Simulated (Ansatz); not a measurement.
Isolated molecules relaxed with PBE0-D4/def2-TZVP in Ansatz; ΔE leaves out vibrations. CBS: MP2 limit from def2 TZ/QZ plus the TZ coupled-cluster correction, frozen cores. Functionals use def2-TZVPP. B3LYP here is the variant with VWN-RPA as its local correlation; programs differ in this. For As, Se outer-core shells are correlated without core-valence functions, which leaves a few kJ/mol of doubt a bond. Scalar relativity is left out up to krypton. One conformer a species, not always the lowest.

Consider the redistribution: `C[Se][SiH2]N` + `C[SiH2][AsH]O` → `N[SiH2][AsH]O` + `C[SiH2][Se]C`.

```
             level  ΔE (kcal/mol)  difference from CCSD(T)/CBS
            PBE-D4            2.4                          0.3
         r2SCAN-D4            2.4                          0.3
           PBE0-D4            2.4                          0.3
          B3LYP-D4            2.3                          0.2
           ωB97X-V            2.3                          0.2
           ωB97M-V            2.4                          0.3
            B2PLYP            2.2                          0.1
            r2SCAN            2.4                          0.3
              PBE0            2.3                          0.2
     HF/def2-TZVPP            1.8                         -0.3
SCS-MP2/def2-TZVPP            2.2                          0.1
   CCSD/def2-TZVPP            2.2                          0.1
    MP2/def2-QZVPP            2.3                          0.2
SCS-MP2/def2-QZVPP            2.1                          0.0
      HF/CBS(def2)            1.7                         -0.4
    CCSD/CBS(def2)            2.0                         -0.1
       CCSD(T)/CBS            2.1                            0
```

Largest T1 diagnostic among the species: 0.012.

CCSD(T)/CBS has its own doubt, a few kJ/mol and more with outer-core shells, so smaller differences from it don't rank the levels.
